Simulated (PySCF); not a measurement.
In(vinyl)(OH)2 (C2H5InO2), SMILES [CH]([In]([OH])[OH])=C. The structure is a stationary point at PBE0-D3(BJ)/def2-SVP. The structure was generated by enumeration; whether it is a known compound was not checked. The def2 effective core potentials stand for the cores of In; spin–orbit coupling is left out. The values are those of a single conformer.

Give the equilibrium geometry at PBE0-D3(BJ)/def2-SVP (PySCF confirms it by a frequency run) as bond lengths and angles, and its point group. (Estimate from the structure and the level; the computed values follow.)

This is not unique; one that fits is point group Cs.
Atoms: In1 C2 C3 H4 H5 H6 O7 H8 O9 H10. Bonds (Å): In1–C2 2.125, In1–O7 1.993, In1–O9 2.004, C2–C3 1.337, C2–H4 1.096, C3–H5 1.097, C3–H6 1.096, O7–H8 0.964, O9–H10 0.963. Angles (°): C2–In1–O7 123.9, C2–In1–O9 126.4, O7–In1–O9 109.7, In1–C2–C3 122.8, In1–C2–H4 118.2, C3–C2–H4 119.1, C2–C3–H5 121.7, C2–C3–H6 122.8, H5–C3–H6 115.4, In1–O7–H8 110.8, In1–O9–H10 113.3.
